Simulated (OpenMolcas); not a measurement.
OpenMolcas timings: singlet InSiH3ClO+

The species is InSiH3ClO+ (7 atoms), meant as a singlet with charge +1. SMILES of the parent species: `[SiH3][O][In][Cl]`. The coordinates come from a PBE0-D4/def2-TZVP relaxation. This is one conformer, not always the lowest. That shape belongs to the parent species and isn't relaxed for this state.

| atom | x (Å) | y (Å) | z (Å) |
| --- | --- | --- | --- |
| Si | 0.0166 | 1.1446 | 0.4608 |
| O | 0.2037 | -0.4416 | 0.1145 |
| In | -0.4376 | -1.7233 | -1.2706 |
| Cl | 0.3307 | -3.9332 | -1.0412 |
| H | 0.4962 | 2.0095 | -0.6553 |
| H | 0.8037 | 1.4578 | 1.6819 |
| H | -1.4134 | 1.4861 | 0.7099 |

Program: OpenMolcas 26.06. Hardware: 1 thread of Intel Xeon Platinum 8259CL at 2.50GHz (Skylake/Cascade Lake), shared host, so times are rough. Two-electron integrals are exact unless an approximation is named.

Q: Estimate their order by wall time, quickest first.
A. energy at B2PLYP/def2-SVP (core potential), 15 core orbitals frozen, grid UltraFine
B. energy at CCSD(T)/def2-SVP (core potential), 15 core orbitals frozen
C. energy at HF/3-21G

A: C (6.3 s), A (42 s), B (2.1 min).
